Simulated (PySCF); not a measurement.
C3S2, SMILES S=C=C=C=S. The structure is a stationary point at PBE-D3(BJ)/def2-SVP.

Level of theory: PySCF with PBE-D3(BJ)/def2-SVP.

Harmonic wavenumbers (cm⁻¹): 108, 108, 405, 405, 496, 508, 508, 1037, 1703, 2157. Rotational constants (GHz): 0.8929 (linear); symmetry number 2.

### Question
Work out the zero-point energy and the ideal-gas rigid-rotor harmonic-oscillator thermochemistry at 298.15 K and 1 atm.

### Answer
ZPE = ½ Σ hcν = ½ × 7435 cm⁻¹ = 10.63 kcal/mol. H − E(el) = 14.43 kcal/mol. Entropy in cal/(mol K): translation 39.72, rotation 18.19, vibration 10.52, total 68.44. G − E(el) = -5.98 kcal/mol. Cp = 17.86 cal/(mol K). Modes under 150 cm⁻¹ make the vibrational entropy uncertain.
